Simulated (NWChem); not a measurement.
System: vinylidene fluoride (C₂H₂F₂); SMILES C(F)(=C)F

Here is an NWChem input.

```
start job
memory heap 200 mb stack 900 mb global 1100 mb
geometry units angstroms noautoz
  C      0.014913    -1.385722     0.000000
  C      0.000736    -0.062923     0.000000
  F     -1.093196     0.686527     0.000000
  F      1.078430     0.709732     0.000000
  H      0.957241    -1.915946     0.000000
  H     -0.915803    -1.936068     0.000000
end
basis spherical
  * library def2-tzvp
end
dft
  xc n12
  iterations 150
  mulliken
end
task dft energy
```

The geometry was optimised at B3LYP/6-31G* (spherical d).

Q: Give the results of this calculation. (N12/def2-TZVP.) Quantities: energy (Ha); highest occupied level (eV); orbital gap (eV); dipole (D).

A: 
```json
{
 "energy (Ha)": "-277.13",
 "highest occupied level (eV)": "-6.46",
 "orbital gap (eV)": "5.84",
 "dipole (D)": "1.33"
}
```
